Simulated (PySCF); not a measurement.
Vertical excitations of a molecule C3H4F2O from TDA-B3LYP/def2-SVPD run with PySCF 2.14.0, as energy in eV (oscillator strength): 6.89 (0.010), 7.46 (0.003), 7.68 (0.015), 7.93 (0.028), 8.24 (0.008), 8.35 (0.001), 8.39 (0.059), 8.58 (0.053), 8.83 (0.010), 9.05 (0.008). Lowest triplet (TDA): 6.59 eV. Coordinates come from a B3LYP-D3(BJ)/def2-SVP optimisation. One conformer was computed; it need not be the lowest.

Task: Identify the compound among the candidates.
(A) FC1(F)CCO1
(B) O[C@H]1CC1(F)F
(C) CC(=O)C(F)F
(D) O=CCC(F)F

Result: B, O[C@H]1CC1(F)F
